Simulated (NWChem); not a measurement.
System: CH7AlN2; SMILES [CH3][Al]([NH2])[NH2]

Input file for NWChem:

```
start job
memory heap 200 mb stack 900 mb global 1100 mb
geometry units angstroms noautoz
  Al    -0.001401     0.032032     0.000867
  C     -0.020355    -1.923914     0.001309
  H      0.229930    -2.326054    -0.995047
  H     -1.005949    -2.332037     0.277419
  H      0.718330    -2.339535     0.706433
  N     -1.520478     0.958992    -0.003635
  H     -1.609872     1.968100    -0.022687
  H     -2.442286     0.538221     0.002890
  N      1.539681     0.922463    -0.002659
  H      1.651576     1.929267    -0.023206
  H      2.451919     0.481489     0.006143
end
basis spherical
  Al library 6-31g*
  C library 6-31g*
  H library 6-31g*
  N library 6-31g*
end
dft
  xc b3lyp
  iterations 150
  mulliken
end
task dft energy
```

NWChem printed, in part:

```
             Northwest Computational Chemistry Package (NWChem) 7.3.0
             --------------------------------------------------------

 C1  symmetry detected

                             Geometry "geometry" -> ""
                             -------------------------

 Output coordinates in angstroms (scale by  1.889725989 to convert to a.u.)

  No.       Tag          Charge          X              Y              Z
 ---- ---------------- ---------- -------------- -------------- --------------
    1 Al                  13.0000    -0.00092938     0.03296750     0.00275656
    2 C                    6.0000    -0.02961071    -1.92285718    -0.00062439
    3 H                    1.0000     0.21837562    -2.32428419    -0.99784230
    4 H                    1.0000    -1.01714034    -2.32661407     0.27498813
    5 H                    1.0000     0.70720723    -2.34352692     0.70345834
    6 N                    7.0000    -1.51537871     0.96747716     0.00053450
    7 H                    1.0000    -1.59975856     1.97705261    -0.01651475
    8 H                    1.0000    -2.43926600     0.55128336     0.00651825
    9 N                    7.0000     1.54456092     0.91572918     0.00050144
   10 H                    1.0000     1.66145568     1.92200262    -0.01810898
   11 H                    1.0000     2.45459707     0.47020785     0.00816073

 Effective nuclear repulsion energy (a.u.)     156.6056104849

                                 NWChem DFT Module
                                 -----------------

 Summary of "ao basis" -> "ao basis" (spherical)
 ------------------------------------------------------------------------------
       Tag                 Description            Shells   Functions and Types
 ---------------- ------------------------------  ------  ---------------------
 Al                          6-31g*                  8       18   4s3p1d
 C                           6-31g*                  6       14   3s2p1d
 H                           6-31g*                  2        2   2s
 N                           6-31g*                  6       14   3s2p1d

            General Information
            -------------------
          SCF calculation type: DFT
          Wavefunction type:  closed shell.
          No. of atoms     :    11
          No. of electrons :    40
           Alpha electrons :    20
            Beta electrons :    20
          Charge           :     0
          Spin multiplicity:     1
          Use of symmetry is: off; symmetry adaption is: off
          Maximum number of iterations: 150
          AO basis - number of functions:    74
                     number of shells:    40
          Convergence on energy requested:  1.00D-06
          Convergence on density requested:  1.00D-05
          Convergence on gradient requested:  5.00D-04

              XC Information
              --------------
                         B3LYP Method XC Potential
                     Hartree-Fock (Exact) Exchange  0.200
                        Slater Exchange Functional  0.800 local
                    Becke 1988 Exchange Functional  0.720 non-local
              Lee-Yang-Parr Correlation Functional  0.810
                  VWN I RPA Correlation Functional  0.190 local

             Grid Information
             ----------------
          Grid used for XC integration:  medium
          Radial quadrature: Mura-Knowles
          Angular quadrature: Lebedev.
          Tag              B.-S. Rad. Rad. Pts. Rad. Cut. Ang. Pts.
          ---              ---------- --------- --------- ---------
          Al                  1.25       88           8.0       590
          C                   0.70       49          11.0       434
          H                   0.35       45          12.0       434
          N                   0.65       49          10.0       434
          Grid pruning is: on
          Number of quadrature shells:   550
          Spatial weights used:  Erf1

      Superposition of Atomic Density Guess
      -------------------------------------

 Sum of atomic energies:        -391.59400911

      Non-variational initial energy
      ------------------------------

 Total energy =    -393.357330
 1-e energy   =    -848.370129
 2-e energy   =     298.407188
 HOMO         =      -0.346104
 LUMO         =      -0.000307

     ---------------------------------------------
      Total Density - Mulliken Population Analysis
     ---------------------------------------------

    Atom       Charge   Shell Charges
 -----------   ------   -------------------------------------------------------
    1 Al  13    11.84   2.00  2.00  5.97  0.68  0.74  0.13  0.13  0.19
    2 C    6     7.06   2.00  0.72  2.11  0.73  1.48  0.02
    3 H    1     0.74   0.45  0.29
    4 H    1     0.74   0.45  0.29
    5 H    1     0.74   0.45  0.29
    6 N    7     8.33   2.00  0.83  2.72  0.82  1.96  0.01
    7 H    1     0.56   0.41  0.15
    8 H    1     0.55   0.41  0.15
    9 N    7     8.33   2.00  0.83  2.72  0.82  1.96  0.01
   10 H    1     0.56   0.41  0.15
   11 H    1     0.55   0.41  0.15

   convergence    iter        energy       DeltaE   RMS-Dens  Diis-err
 ---------------- ----- ----------------- --------- --------- ---------
 d= 0,ls=0.0,diis     1   -394.2491065081 -5.51D+02  1.33D-02  6.67D-01
 d= 0,ls=0.0,diis     2   -394.2239038405  2.52D-02  7.50D-03  9.02D-01
 d= 0,ls=0.0,diis     3   -394.3224158566 -9.85D-02  1.44D-03  3.18D-02
 d= 0,ls=0.0,diis     4   -394.3258416190 -3.43D-03  4.51D-04  1.87D-03
 d= 0,ls=0.0,diis     5   -394.3260868601 -2.45D-04  8.92D-05  7.59D-05
  Resetting Diis
 d= 0,ls=0.0,diis     6   -394.3260971160 -1.03D-05  2.04D-05  1.93D-06
 d= 0,ls=0.0,diis     7   -394.3260973959 -2.80D-07  7.16D-06  1.53D-07

[...]
```

Level: B3LYP/6-31G* (spherical d). Coordinates come from a PBE0/def2-SVP optimisation.
